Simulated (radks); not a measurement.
Q: Ge XXII, configuration [Ne] 3s1 (the NIST ground configuration). All-electron calculation, scalar-relativistic Kohn-Sham, LDA (Slater exchange, Perdew-Wang correlation), spin-polarised, spherical densities, finite nucleus; open shells are filled with parallel spins first; Fermi nuclear charge, rms radius 4.0742 fm. Program: a radial shooting solver on a logarithmic mesh with Libxc functionals. Some entries of the table are withheld. Estimate them.

orbital  occ.  eigenvalue (Ry)  r(max) (bohr)
1s up       1        -870.8972        0.03077
1s down     1        -870.7911        0.03077
2s up       1        -163.9834         0.1749
2s down     1        -163.8611         0.1749
2p up       3        -152.0390         0.1398
2p down     3        -151.9293         0.1398
3s up       1              (1)         0.4836
3s down     0              (2)         0.4824
3p up       0        -59.74691         0.4674
3p down     0        -59.00077         0.4657
4s up       0              (3)            (4)
4s down     0              (5)            (6)

A: 
(1) 3s up eigenvalue (Ry): -63.46782
(2) 3s down eigenvalue (Ry): -62.68964
(3) 4s up eigenvalue (Ry): -33.23607
(4) 4s up r(max) (bohr): 0.9648
(5) 4s down eigenvalue (Ry): -32.94507
(6) 4s down r(max) (bohr): 0.9707
